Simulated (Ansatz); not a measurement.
Gas-phase electronic energies from Ansatz, PBE0-D4/def2-TZVP geometries. CCSD(T)/CBS adds triple-zeta CCSD(T) − MP2 to the extrapolated MP2 energy (def2 sets, frozen cores). Functionals use def2-TZVPP. For As outer-core shells are correlated without core-valence functions, which leaves a few kJ/mol of doubt a bond. Scalar relativity is left out up to krypton. Each species was taken in one conformer, which may not be the lowest.

Consider the ligand exchange at the Si–C bond: `C[SiH2]C(C)=S` + `[AsH3]` → `C[SiH2][AsH2]` + `CC=S`.

`C[SiH2]C(C)=S`:

Z-matrix (Å, degrees):
```
C
Si 1 1.857
H 1 1.093 2 110.2
H 1 1.091 2 110.6 3 120.3
H 1 1.091 2 110.6 3 -120.3
C 2 1.897 1 112.7 3 179.9
H 2 1.492 1 111.6 3 -59.9
H 2 1.492 1 111.6 3 59.8
S 6 1.620 2 119.8 1 -0.4
C 6 1.491 2 117.5 1 179.7
H 10 1.090 6 111.9 2 180.0
H 10 1.096 6 109.9 2 58.0
H 10 1.096 6 109.9 2 -58.1
```

`[AsH3]`:

Cartesian coordinates in Å:
```
As 0.341 0.529 0.089
H -0.939 0.207 0.847
H -0.286 0.139 -1.241
H 0.885 -0.875 0.305
```

`C[SiH2][AsH2]`:

Cartesian coordinates in Å:
```
C -0.954 0.274 -1.187
Si 0.230 0.598 0.227
As 1.427 -1.386 0.718
H -1.486 1.189 -1.460
H -1.694 -0.479 -0.908
H -0.417 -0.085 -2.068
H -0.509 1.108 1.414
H 1.236 1.624 -0.164
H 1.949 -0.826 2.034
H 0.219 -2.018 1.395
```

`CC=S`:

Z-matrix (Å, degrees):
```
C
C 1 1.482
H 1 1.096 2 109.7
H 1 1.096 2 109.7 3 116.1
H 1 1.089 2 111.8 3 -122.0
S 2 1.608 1 126.2 3 122.0
H 2 1.094 1 114.7 3 -58.0
```

| level | ΔE (kJ/mol) |
| --- | --- |
| LC-ωPBE | -34.1 |
| RPA@PBE/def2-TZVPP | -26.9 |

(1) What does CCSD(T)/CBS give? (Estimate.)

Largest T1 diagnostic among the species: 0.016.

Answers

(1) Ansatz gave: -29.6 kJ/mol. The listed levels differ from it by -4.5, 2.7 kJ/mol.

The D4 term adds +6.1 kJ/mol with B3LYP and +3.5 kJ/mol with PBE0; it sums over pairs of atoms, weighted by their polarisabilities, and B3LYP, whose exchange is more repulsive, gets the larger term. At CCSD(T), def2-SVP lies +6.4 kJ/mol from the extrapolated value and def2-TZVPP +0.9 kJ/mol.

B3LYP here is the variant with VWN-RPA as its local correlation; programs differ in this.
